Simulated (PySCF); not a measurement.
F5Nb, SMILES [F][Nb-]([F])([F])([F])[F] (connectivity only; charge and spin as stated), charge -1, multiplicity 2.

Geometry optimised at B3LYP-D3(BJ)/def2-SVPD. The multiplicity is an assumed one; other spin states were not compared. The def2 effective core potentials stand for the cores of Nb; spin–orbit coupling is left out.

All values below come from PBE/def2-SVPD in PySCF.

 A positive occupied level means that this level leaves the electron formally unbound; only the finite basis holds it.

Problem. Estimate the frontier levels, dipole moment and polarisability. (An estimate is asked for; the answer gives what the named calculation found.)

Solution. 
```
Property                                                            Value
------------------------------------------------  -----------------------
α spin, highest occupied and lowest empty level          1.53 and 1.92 eV
β spin, highest occupied and lowest empty level         -3.66 and 2.32 eV
dipole moment about the centre of nuclear charge                   0.65 D
mean static polarisability                           52.3 bohr³ (7.75 Å³)
polarisability, principal values                   49.4, 50.3, 57.2 bohr³
⟨S²⟩                                              0.752 (pure state 0.75)
```
